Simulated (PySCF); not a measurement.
CH₆AlNO₂.

```xyz
11

Al     0.0762     0.2635     0.4195
O      1.3570    -0.6374     1.0823
H      1.8159    -0.4735     1.9052
O     -0.5731    -0.2351    -1.0608
C     -0.3503    -1.2515    -1.9768
H     -0.0804    -0.8380    -2.9661
H      0.4618    -1.9387    -1.6733
H     -1.2623    -1.8602    -2.1187
N     -0.6237     1.6925     1.1795
H     -0.3423     2.1062     2.0590
H     -1.3869     2.2202     0.7727
```

The structure is a stationary point at PBE0-D3(BJ)/def2-SVP. The structure was generated by enumeration; whether it is a known compound was not checked. Other conformers were not sampled.

All values below come from PBE/pcSseg-1 run with PySCF. Non-relativistic, no solvent.

Give the absolute GIAO shielding of each atom: isotropic value and principal components (ppm). (The exact figures need the calculation; the answer reports its results.)


| atom | σ(iso) | σ11 | σ22 | σ33 | span |
|---|---|---|---|---|---|
| Al1 | 445.7 | 392.9 | 450.1 | 494.0 | 101.0 |
| O2 | 326.8 | 311.1 | 316.1 | 353.1 | 42.0 |
| H3 | 30.5 | 22.8 | 24.4 | 44.1 | 21.3 |
| O4 | 330.2 | 280.0 | 339.7 | 370.9 | 90.8 |
| C5 | 124.3 | 93.8 | 99.2 | 179.9 | 86.1 |
| H6 | 27.3 | 23.0 | 24.7 | 34.0 | 11.0 |
| H7 | 27.0 | 22.3 | 25.3 | 33.3 | 11.0 |
| H8 | 27.3 | 23.0 | 24.7 | 34.0 | 11.0 |
| N9 | 265.7 | 229.6 | 283.4 | 284.2 | 54.6 |
| H10 | 31.7 | 24.7 | 27.3 | 43.1 | 18.4 |
| H11 | 31.4 | 24.0 | 27.6 | 42.7 | 18.7 |
